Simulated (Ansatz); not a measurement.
Problem. Name a neutral molecule of B, C and H with HOMO energy (ωB97M-V/def2-TZVPP) between -9.95 and -9.65 eV and HOMO energy (PBE0/def2-TZVPP) between -7.65 and -7.35 eV (Ansatz, PBE0-D4/def2-TZVP geometry).

Solution. `BC#CC` (-9.66 eV, -7.45 eV); `B1BC1` (-9.74 eV, -7.50 eV); `CBBC` (-9.80 eV, -7.52 eV); `BCC#C` (-9.82 eV, -7.56 eV); `CB1C=C1` (-9.81 eV, -7.55 eV); `BB(C)CC` (-9.88 eV, -7.60 eV). Other molecules can fit too; these were computed, each in one conformer that needn't be the lowest.
